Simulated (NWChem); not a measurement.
# CH$_{5}$AlS; SMILES [CH3][AlH][SH]

```xyz
8

Al    -0.5927    -0.4775     0.1307
H     -2.1442    -0.5480     0.4486
C      0.5853    -2.0434     0.0229
H      0.5756    -2.5972     0.9712
H      1.6272    -1.7959    -0.2073
H      0.2293    -2.7394    -0.7484
S      0.1542     1.5757    -0.1888
H      1.4423     1.2356    -0.4199
```
Atoms are numbered in this order, from 1.

Level: B3LYP/6-31G* (spherical d) (NWChem), optimised geometry, unscaled harmonic frequencies. 

Task: List the harmonic frequencies with IR intensities, and the thermochemistry.

Result: 
```csv
frequency (cm⁻¹),IR intensity (km/mol)
40,0.0
161,7.8
274,47.1
452,22.8
455,28.4
528,40.7
630,22.3
692,70.6
730,37.1
779,218.7
1282,15.2
1487,2.1
1487,1.9
1953,197.5
2670,11.6
3034,4.1
3097,9.7
3123,10.9
```

| Quantity | Value |
|---|---|
| zero-point energy | 32.7 kcal/mol |
| thermal correction to the enthalpy at 298.15 K (with zero-point energy) | 37.0 kcal/mol |
| heat capacity Cv | 19.0 cal/(mol K) |
| entropy at 298.15 K and 1 atm (symmetry number 1) | 76.7 cal/(mol K) |
| dipole moment | 2.24 D |

Rigid rotor and harmonic oscillator; modes under 100 cm⁻¹ make the entropy uncertain.
